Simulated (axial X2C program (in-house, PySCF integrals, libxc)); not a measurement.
Bond lengths and stretching modes, held linear, of NCoO

Calculated with an in-house all-electron X2C program for linear molecules (integrals from PySCF): two-component X2C with atomic mean-field Coulomb and Gaunt terms, Gaussian nuclei, basis N dyall-av3z, Co dyall-v3z, O dyall-av3z with contracted cores. Spin-free rows use the one-electron spin-free X2C Hamiltonian.

Masses N 14.003, Co 58.933, O 15.995 u. States: 2c Ω = 2 (beyond evenly filled blocks: ω = -1/2, ω = 5/2); spin-free M_S = 1, Λ = 2 (beyond evenly filled blocks: σα, δ+α, δ+β, δ-α).

BHandHLYP, spin-free: energies above the lowest point

```csv
r(N–Co) (Å),r(Co–O) (Å),E (meV)
1.6185,1.5961,653.18
1.6185,1.6370,567.08
1.6185,1.6779,516.12
1.6600,1.5961,436.93
1.6600,1.6370,349.90
1.6600,1.6779,298.14
1.6600,1.7188,279.17
1.7015,1.5961,276.83
1.7015,1.6370,188.43
1.7015,1.6779,135.56
1.7430,1.6370,74.96
1.7430,1.7188,0.00
```

Fit a quadratic surface with cubic terms in each bond: where is the minimum, and what are the two stretching wavenumbers?

At BHandHLYP, spin-free: bonds 1.900 and 1.731 Å; harmonic stretches 356.8 and 636.7 cm⁻¹; force constants 0.929, 2.87 and coupling -0.10 mdyn/Å.

The other levels and Hamiltonians give:

| Hamiltonian | level | r(N–Co) (Å) | r(Co–O) (Å) | lower stretch (cm⁻¹) | upper stretch (cm⁻¹) |
| --- | --- | --- | --- | --- | --- |
| 2c | PBE0 | 1.661 | 1.639 | 559.4 | 869.5 |
| 2c | HF | 1.884 | 1.793 | 425.4 | 1176.2 |
| spin-free | PBE0 | 1.786 | 1.616 | 570.2 | 892.5 |

Each state is one determinant, the lowest of a limited PBE0 search; the stretches come from a fit to these few points and carry an uncertainty of a few per cent. Other orders of the atoms were not compared. Left out for rough or failed fits: BHandHLYP 2c, MP2 2c, HF spin-free, MP2 spin-free. The levels spread by more than a fifth, so the stretches depend strongly on the method. The molecule was held linear; bending was not examined, so a bent shape may lie lower. Open-shell Ω = 0 determinants with evenly filled partner blocks cannot be reached by this program, so the Ω shown need not be the lowest component. Note: functional without a current term on a determinant with orbital currents, of the molecule or an atom. Note: several unpaired electrons, one determinant need not be a pure state.
